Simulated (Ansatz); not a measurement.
C2H5FGe (`F[CH]1[CH2][GeH2]1`), relaxed with RKS PBE0-D4/def2-TZVP in Ansatz 0.2.0 from a PBE-D4/def2-SVP geometry. The force threshold is 0.005 eV/Å; the program also tests the step.

The species carries charge 0 and has multiplicity 1.

Start:

```xyz
9

F     0.138   -0.386    2.041
C    -0.370   -0.472    0.769
C     0.626   -0.649   -0.359
Ge   -0.340    1.078   -0.461
H    -1.273   -1.112    0.738
H     1.679   -0.524   -0.055
H     0.469   -1.473   -1.075
H    -1.456    1.248   -1.504
H     0.527    2.290   -0.094
```

| step | energy (eV) | largest force (eV/Å) | largest move (Å) |
| --- | --- | --- | --- |
| 1 | -61378.6193 | 0.589 | 0.000 |
| 2 | -61378.6507 | 0.197 | 0.022 |
| 3 | -61378.6540 | 0.032 | 0.014 |
| 4 | -61378.6542 | 0.009 | 0.004 |
| 5 | -61378.6542 | 0.005 | 0.003 |

End:

```xyz
9

F     0.136   -0.390    2.021
C    -0.372   -0.457    0.753
C     0.627   -0.648   -0.357
Ge   -0.318    1.064   -0.473
H    -1.255   -1.092    0.725
H     1.662   -0.536   -0.048
H     0.468   -1.462   -1.056
H    -1.454    1.239   -1.473
H     0.505    2.284   -0.092
```

Hardware: 4 threads of an Arm Neoverse V2 on a shared host. Wall time 15 s, peak host memory 0.41 GiB.
